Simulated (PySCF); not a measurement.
**Core binding energy against partial charge**

C6H13BO2.
SMILES with atom numbers: `[CH3:1][C:2]([CH3:3])([CH3:4])[C@H:5]1[CH2:6][O:7][BH:8][O:9]1`

Binding energies: delta-SCF UKS SCAN, pcX-2 on the ionised atom, pcseg-1 elsewhere, spin-free X2C (PySCF 2.14.0). Charges: PBE0/pcSseg-1 ground-state density, for the ionised atom.

```csv
atom,environment,C 1s (eV),Mulliken (e),IAO (e),Hirshfeld (e),ESP (e)
C1,methyl carbon,290.47,-0.179,-0.411,-0.119,-0.614
C2,quaternary sp3 carbon,290.79,-0.608,+0.045,+0.018,+0.478
C5,sp3 carbon bound to oxygen,292.11,+0.071,+0.066,+0.049,+0.210
C6,sp3 carbon bound to oxygen,292.30,+0.119,-0.073,+0.006,+0.237
```

Give the correlation coefficient and slope of binding energy on charge for each scheme.

Mulliken: r = 0.77, slope 2.1 eV per e; Hirshfeld: r = 0.69, slope 8.6 eV per e; IAO: r = 0.56, slope 2.3 eV per e; ESP: r = 0.48, slope 0.9 eV per e. Mulliken charges have the highest r, on only 4 points.

The point-charge model writes a binding energy as kq + V + constant, with V the potential of the other atoms' charges at the site. What does it give with the ESP charges?

V = Σ 14.40 eV Å × q/r over all other atoms: +8.35 eV at C1, -7.19 eV at C2, -1.50 eV at C5, -2.27 eV at C6. Fitting binding energy − V to q gives k = 14.5 eV per e and leaves an rms residual of 0.22 eV, against 0.70 eV for the fit on q alone. The model has no term for differences in relaxation between sites.

Geometry: PBE0-D3(BJ)/def2-SVP; no solvent, vibrations or thermal averaging.

The values belong to the conformer `[CH3:1][C:2]([CH3:3])([CH3:4])[C@H:5]1[CH2:6][O:7][BH:8][O:9]1`: C1–C2–C5–C6 -59°.
